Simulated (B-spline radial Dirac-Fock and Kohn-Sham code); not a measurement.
In 3p3/2: cross section and angular parameters

System: the free indium atom, [Kr] 4d10 5s2 5p1; threshold 665.3 eV (tabulated edge). Level of theory: Dirac-Hartree-Slater photoionisation with a Latter tail; cross sections with all multipoles, angular parameters from the dipole term and its interference with E2; a B-spline atomic structure program.

For linearly polarised light dσ/dΩ = σ/(4π) [1 + β P₂(cos θ) + (δ + γ cos²θ) sin θ cos φ], with θ from the polarisation vector and φ the angle between the beam and the projection of the electron momentum on the plane normal to the polarisation.

| hν (eV) | σ (kb) | β | γ | δ |
| --- | --- | --- | --- | --- |
| 800 | 299 | 0.895 | 0.243 | 0.103 |
| 1000 | 228 | 1.325 | 0.227 | 0.028 |
| 1330 | 148 | 1.538 | 0.030 | 0.006 |
| 1540 | 116 | 1.592 | -0.021 | 0.004 |
| 2984.4 | 30.5 | 1.634 | 0.186 | 0.010 |
| 3970 | 15.7 | 1.596 | 0.425 | 0.017 |
| 4930 | 9.26 | 1.551 | 0.638 | 0.024 |
| 5260 | 7.86 | 1.536 | 0.706 | 0.027 |
| 5600 | 6.70 | 1.520 | 0.774 | 0.030 |
| 6120 | 5.32 | 1.495 | 0.872 | 0.035 |
| 7300 | ? | ? | ? | ? |
| 8090 | 2.51 | 1.408 | 1.191 | 0.055 |
| 9251.7 | 1.73 | 1.361 | 1.345 | 0.068 |
| 9740 | 1.49 | 1.341 | 1.404 | 0.073 |
| 10400 | 1.24 | 1.316 | 1.479 | 0.080 |
| 10700 | 1.14 | 1.305 | 1.511 | 0.084 |
| 12000 | 0.818 | 1.258 | 1.641 | 0.099 |
| 12800 | 0.676 | 1.231 | 1.713 | 0.108 |

Q: Give the values at 7300 eV.

A: σ = 3.33 kb, β = 1.442, γ = 1.072, δ = 0.047.

Values without a named source are computed, but for edge energies of neutral atoms, which are taken from tables.
